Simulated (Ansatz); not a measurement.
| atom | x (Å) | y (Å) | z (Å) |
| --- | --- | --- | --- |
| O | -0.0049 | 0.0052 | -0.1127 |
| H | 0.0059 | 0.7462 | 0.4772 |
| H | 0.0027 | -0.7638 | 0.4794 |

Basis set: STO-3G (spherical functions). Correlated methods keep 1 orbital frozen. Charge 0, multiplicity 1.

Computed with Ansatz (development build ahead of 0.2.0); each method stands on the lowest determinant of its kind that the runs found. Restricted open shells among the atoms or ions are ROHF, correlated in semicanonical orbitals with singles.

The atomization energy at this shape (free ground-state atoms in the same class of orbitals less the molecule, no zero-point energy) of singlet H₂O:

| method | atomization energy |
| --- | --- |
| RHF-MP2 | 163.95 kcal/mol |

Q: What does RHF give?

A: 141.59 kcal/mol. Caution: the shape is not the minimum.

This basis has no polarisation functions and is too small for such energies, which can lie far from measured ones in either direction.
